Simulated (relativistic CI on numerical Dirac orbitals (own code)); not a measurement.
Calculated at this level of theory: Dirac-Coulomb-Breit CI, KLI orbitals optimised for each configuration, model QED, unscaled Slater integrals (own radial code, finite nucleus).

The strongest absorption lines from the ground level of an ion, among the configurations computed and to levels below about 1410 eV (vacuum wavelength in nm, gf): 1.1591 (0.15), 1.3642 (0.59), 3.3631 (2.2), 5.0714 (1.5), 6.7751 (0.017).

Question: Which ion is it?
A. Pb XLIX
B. Rn LI
C. Pt XLIII
D. Pb XLVII

Answer: D. Pb XLVII has 36 electrons and the ground level 4s²4p⁶ ¹S0; the strongest line goes to 4s²4p⁵4d ¹P°1. The pattern of lines fixes the number of electrons, and along that sequence the line energies rise steadily with the charge (about as its square where n changes within one kind of shell, about linearly where n is kept but much faster in heavy ions where fine structure, which grows about as Z⁴, sets the gap, and irregularly where shells cross), which fixes Z. Configurations outside the model, such as inner-shell arrays, can give stronger lines. At this charge energies of transitions that change n are usually good to better than 1 %, and those within a shell (Δn = 0) to a few per cent.

LS names give the leading component of a level, which can be under half, so a name can repeat, a term be missing and a line seem to break the LS rules.
